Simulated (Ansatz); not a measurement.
`[CH3][Sn]([Cl])[Cl]`, charge 0, multiplicity 2.

(1) Give a relaxed structure at PBE0-D4/def2-TZVP (Ansatz 0.2.0). (Estimate.)

Answers

(1) Computed: 
Cartesian coordinates in Å:
```
C 0.234 0.810 -0.611
Sn 0.357 -1.171 0.262
Cl -1.764 -2.136 -0.029
Cl 0.565 -0.844 2.578
H 1.170 1.333 -0.427
H 0.035 0.711 -1.676
H -0.596 1.297 -0.098
```
Point group Cs.
